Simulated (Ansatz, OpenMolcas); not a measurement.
Worked example: the enthalpy of formation of SiF4 (silicon tetrafluoride)

The species is SiF4 (5 atoms), meant as a singlet with charge 0. SMILES: `F[Si](F)(F)F`. The coordinates come from a PBE0-D4/def2-TZVP relaxation.

Total energies at SVWN5/6-311+G** (OpenMolcas 26.06); the atoms run unrestricted:

```tsv
species	state	energy (Eh)
SiF4	singlet	-685.593646
F	doublet	-99.097884
Si	triplet	-288.212098
```

Harmonic wavenumbers at PBE0-D4/def2-TZVP, in cm⁻¹: 258, 258, 381, 381, 381, 796, 1033, 1034, 1034.

Measured heats of formation of the gaseous atoms at 298.15 K, in kJ/mol: F 79.4, Si 450.0. Spin-orbit lowering of the atoms at 298 K (mean of the ground term's levels less their thermal mean, from spectra), in kJ/mol: F 1.29, Si 0.44. Take 1 Eh = 2625.50 kJ/mol, 1 cm⁻¹ = 0.0119627 kJ/mol, RT = 2.479 kJ/mol.

**Question.** What heat of formation follows?

**Answer.** 
1. Electronic atomisation energy: 4 × (-99.097884) + (-288.212098) − (-685.593646) = 0.990012 Eh = 2599.3 kJ/mol.
2. Zero-point energy: half the sum of the wavenumbers, 2778 cm⁻¹ = 33.2 kJ/mol.
3. Thermal vibrational enthalpy, Σ hcν̃/(exp(hcν̃/kT) − 1): 5.5 kJ/mol. Translation, rotation and pV of a non-linear molecule: 4 RT = 9.9 kJ/mol.
4. The 5 free atoms carry 5/2 RT each: 31.0 kJ/mol.
5. Spin-orbit coupling lowers the free atoms by 4 × 1.29 + 0.44 = 5.6 kJ/mol.
6. Atomisation enthalpy at 298 K: 2599.3 − 5.6 − 33.2 − 5.5 − 9.9 + 31.0 = 2576.1 kJ/mol.
7. Sum of the atoms' heats of formation: 767.6 kJ/mol. Heat of formation: 767.6 − 2576.1 = -1808.5 kJ/mol.

No measured value is set beside it here. The LDA overbinds, which puts heats of formation too low. Anharmonicity and any spin-orbit splitting of the molecule are left out.
